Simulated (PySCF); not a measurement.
Al2(mu-Br)2(OH)4, H4Al2Br2O4, singlet (PBE0/def2-SVP optimised geometry):

```
12

Al    -2.628     1.097     2.171
Al    -0.703    -0.676     0.000
Br    -1.614    -1.132     2.227
O     -2.018     2.096     3.398
H     -1.115     2.292     3.644
O     -4.298     0.919     1.949
H     -4.951     1.361     2.494
Br    -1.613     1.597     0.000
O      0.992    -0.676     0.000
H      1.613    -0.215     0.562
O     -1.569    -1.597    -1.128
H     -1.149    -2.141    -1.796
```

Level of theory: PBE0/def2-TZVP (PySCF).

What are the frontier orbital energies and the dipole moment?

HOMO-2 -9.08 eV, HOMO-1 -8.87 eV, HOMO -8.66 eV, LUMO -0.45 eV, LUMO+1 -0.05 eV; dipole moment 2.49 D.

On the same geometry PySCF with PBE/def2-TZVP gives HOMO-2 -7.36 eV, HOMO-1 -7.22 eV, HOMO -7.05 eV, LUMO -1.30 eV, LUMO+1 -0.96 eV; dipole moment 2.38 D.

Meta-Löwdin charges at PBE0/def2-TZVP: Al1 1.07, Al2 1.07, Br3 -0.20, O4 -0.79, H5 0.36, O6 -0.79, H7 0.36, Br8 -0.20, O9 -0.79, H10 0.36, O11 -0.79, H12 0.36.
